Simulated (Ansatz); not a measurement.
Several settings on one geometry of [Sm(NH3)6]3+ (SmN₆H₁₈³⁺) (that of the charge 3 sextet, PBE-D4/def2-SVP). Ansatz on 4 threads of Intel Xeon on a shared host; times are rough.

```xyz
25

Sm   -0.0005   -0.0007   -0.0012
N    -0.0168    0.1688    2.5953
H     0.8335    0.5827    3.0211
H    -0.1030   -0.7468    3.0773
H    -0.7858    0.7285    3.0084
N    -0.0043   -0.1663   -2.5977
H    -0.8353   -0.6250   -3.0155
H     0.7896   -0.6830   -3.0198
H     0.0275    0.7529   -3.0795
N     2.5644   -0.0249    0.0130
H     3.0055    0.9138   -0.0095
H     2.9967   -0.5218   -0.7883
H     2.9868   -0.4787    0.8449
N    -2.5651    0.0249   -0.0309
H    -2.9804    0.5820   -0.8014
H    -3.0048    0.4146    0.8239
H    -3.0057   -0.9087   -0.1328
N     0.0114    2.5967    0.1646
H     0.3692    2.9961    1.0518
H    -0.9206    3.0412    0.0627
H     0.5812    3.0747   -0.5594
N     0.0102   -2.5996   -0.1450
H    -0.2260   -3.0085   -1.0678
H    -0.6492   -3.0731    0.5018
H     0.9216   -3.0398    0.0839
```

Totals from different functionals, basis sets or treatments of relativity can't be compared as stabilities.

In the def2 sets Sm takes a core potential; there is no spin–orbit coupling. With an open 4f shell the SCF may have ended on a state above the lowest.

The spins typed aren't always the lowest for that charge.

Question: Give the basis size and estimate the energy, ⟨S²⟩ and time of these runs.

| run | method | charge | state | further keys |
| --- | --- | --- | --- | --- |
| 1 | UKS revPBE/def2-mTZVPP | 3 | sextet | scf: {omitted_lower_state_checks: [starts]}; forces asked |
| 2 | RKS r2SCAN/def2-mTZVP | 4 | singlet | final_grid: {core_spheres: 20, valence_spheres: 16, degree: 47}; scf: {lower_state_search: full}; forces asked |
| 3 | RHF/def2-mTZVPP | 2 | singlet | forces asked |

Answer: 
```tsv
run	functions	energy (Eh)	⟨S²⟩	wall time
1	302	-996.6591	8.88	90 s
2	236	-995.4526	–	12 min
3	302	-992.8286	–	7.8 min
```

At UKS revPBE/def2-mTZVPP the charge 3 sextet is spin-contaminated (final ⟨S²⟩ up to 8.88, 8.75 for a pure state). This restricted singlet of an open-shell metal wasn't tested against broken symmetry or higher spin.
